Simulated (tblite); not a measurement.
Compound: C9H7BF2.
SMILES: `FB(F)C1=CCC2=CC=CC=C21`

Calculated harmonic vibrations of the isolated species, GFN2-xTB (tblite), most abundant isotopes, no scaling. Against measured fundamentals such values can be off by several per cent, at times by over 20.

Harmonic wavenumbers (cm⁻¹): 45.5, 89.8, 101.7, 196.6, 212.0, 277.3, 325.4, 366.2, 400.3, 456.2, 501.5, 532.2, 547.9, 605.7, 629.3, 686.0, 746.7, 752.9, 790.6, 834.8, 879.5, 897.0, 914.2, 929.8, 956.1, 1022.5, 1056.8, 1077.7, 1097.7, 1165.9, 1178.8, 1211.1, 1234.0, 1238.8, 1260.7, 1274.1, 1326.8, 1359.0, 1394.7, 1440.3, 1460.8, 1571.3, 1591.7, 1610.3, 2946.0, 2971.5, 3074.1, 3081.0, 3091.4, 3105.3, 3125.2.

A = 1841, B = 674.8, C = 495.3 MHz; mass 164.061 u (most abundant isotopes); point group Cs, symmetry number 1.

Q: What is the zero-point energy?

A: ½Σν̃ = 29821 cm⁻¹ = 85.26 kcal/mol.

Q: Entropy at 298.15 K, 1 bar (ideal gas, RRHO, classical rotation)?

A: Translation 41.22, rotation 30.64, vibration 27.13: S = 99.0 cal/(mol K).

Q: And Cp and H(298.15 K) − H(0)?

A: Cp = 40.05 cal/(mol K), of which vibrations give 32.10 (their classical limit is 51 R = 101.3); H(298.15 K) − H(0) = 6.82 kcal/mol without the zero-point energy, 4.45 from vibrations.

Q: How do the functions run with temperature in this model?

A: 
```tsv
T (K)	S (cal/(mol K))	Cp (cal/(mol K))	H − H(0) (kcal/mol)	G − H(0) (kcal/mol)	ln q(vib)
50	60.4	12.3	0.49	-2.53	0.45
100	70.4	17.2	1.22	-5.81	1.47
373.15	108.9	48.7	10.15	-30.49	8.07
500	125.0	61.0	17.15	-45.34	11.41
750	153.1	77.0	34.59	-80.20	17.96
1000	176.6	86.4	55.12	-121.49	24.14
```

q(vib) and H(0) count from the zero-point level.

Q: What must be added to the electronic energy to get the Gibbs energy at 298.15 K and 1 bar?

A: ZPE + [H(298.15 K) − H(0)] − T·S = 85.26 + 6.82 − 29.51 = 62.57 kcal/mol.

Hindered rotation and anharmonicity are outside this model.

Shape of the structure used: `[F:1][B:2]([F:3])[C:4]1=[CH:5][CH2:6][c:7]2[cH:8][cH:9][cH:10][cH:11][c:12]21`: F1–B2–C4–C5 178°.
